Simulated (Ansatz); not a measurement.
Total energies of Ge₂₃H₃₀, a nanocrystal cut from hexagonal germanium from Ansatz at PBE-D4/def2-SVP, gas phase (1 Eh = 27.2114 eV = 2625.5 kJ/mol). The reference geometry is relaxed at PBE-D4/def2-SVP.

```xyz
53

Ge   -2.486   -3.574    3.262
Ge   -2.300   -1.124    3.269
Ge    1.100   -3.833    1.499
Ge   -1.256   -4.492    1.355
Ge    1.270   -1.373    1.508
Ge   -0.958   -0.357    1.370
Ge    1.574    2.786    1.554
Ge   -0.773    2.101    1.369
Ge    1.752    5.237    1.567
Ge   -0.460    6.253    1.369
Ge   -2.180   -3.589   -0.727
Ge   -2.000   -1.130   -0.711
Ge   -1.727    3.035   -0.687
Ge   -1.543    5.485   -0.682
Ge    2.335   -4.743   -0.409
Ge    2.622   -0.594   -0.383
Ge    2.798    1.863   -0.357
Ge    1.394   -3.830   -2.477
Ge   -0.955   -4.497   -2.643
Ge    1.561   -1.371   -2.452
Ge   -0.662   -0.350   -2.611
Ge    1.834    2.813   -2.396
Ge   -0.501    2.109   -2.595
H    -1.912   -4.153    4.589
H    -3.984   -3.990    3.171
H    -1.636   -0.643    4.593
H    -3.715   -0.481    3.192
H     1.707   -4.380    2.830
H    -1.360   -6.050    1.338
H     1.942   -0.915    2.840
H     2.161    2.208    2.878
H    -1.560    2.672    2.592
H     2.459    5.716    2.869
H     2.625    5.692    0.360
H    -1.325    5.819    2.588
H    -0.355    7.806    1.387
H    -3.688   -3.978   -0.832
H    -3.432   -0.515   -0.807
H    -3.228    2.619   -0.777
H    -2.952    6.130   -0.831
H    -0.686    5.936   -1.901
H     2.230   -6.297   -0.416
H     3.841   -4.362   -0.296
H     4.050   -1.217   -0.279
H     4.301    2.272   -0.254
H     2.186   -4.383   -3.704
H    -1.069   -6.050   -2.657
H    -1.569   -3.958   -3.969
H     2.420   -0.898   -3.667
H    -1.342   -0.815   -3.937
H     1.907    4.368   -2.331
H     2.644    2.348   -3.641
H    -1.103    2.674   -3.920
```

```csv
state,geometry,energy (Eh)
charge 0 singlet,reference,-47776.52327
charge 1 doublet,reference,-47776.25647
charge -1 doublet,reference,-47776.55276
free Ge atom (triplet),–,-2076.34106
free H atom (doublet),–,-0.49863
```

Single mean-field runs in def2-SVP are fitted with def2-universal-jkfit.

Problem. Work out the vertical ionisation energy to the doublet.

Solution. E(charge 1 doublet) − E(charge 0 singlet) = -47776.25647 − (-47776.52327) = 0.26680 Eh = 7.26 eV. For comparison, −ε of the highest occupied level is 5.85 eV at this level, 1.41 eV less.

Problem. Work out the vertical electron affinity, to the doublet.

Solution. E(charge 0 singlet) − E(charge -1 doublet) = -47776.52327 − (-47776.55276) = 0.02949 Eh = 0.80 eV. The basis lacks diffuse functions, which makes affinities too small.

Problem. Give the fundamental gap IE − EA, the Mulliken electronegativity (IE + EA)/2 and the hardness (IE − EA)/2.

Solution. From the values in Eh: IE − EA = 0.26680 − 0.02949 = 0.23731 Eh = 6.46 eV; (IE + EA)/2 = 4.03 eV; (IE − EA)/2 = 3.23 eV. The HOMO–LUMO gap of the same run is 3.78 eV, 2.68 eV smaller than the fundamental gap.

Problem. What is the binding energy per atom against free atoms?

Solution. Atoms: 23 × (-2076.34106) + 30 × (-0.49863) = -47770.80328 Eh. Binding: -47770.80328 − (-47776.52327) = 5.71999 Eh = 155.65 eV, or 2.94 eV for each of 53 atoms (no zero-point energy, no counterpoise term).

At PBE-D4/def2-SVP the gap within one spin of the charge 1 doublet nearly closes, so an electron or hole may be smeared out by delocalisation error. At PBE-D4/def2-SVP the gap within one spin of the charge -1 doublet nearly closes, so an electron or hole may be smeared out by delocalisation error. At PBE-D4/def2-SVP the highest occupied level of the charge -1 doublet lies above zero (up to 0.58 eV). By energy differences its removal costs 0.80 eV (vertical, to the charge 0 singlet, at PBE-D4/def2-SVP); self-interaction error and the lack of diffuse functions both raise the level.
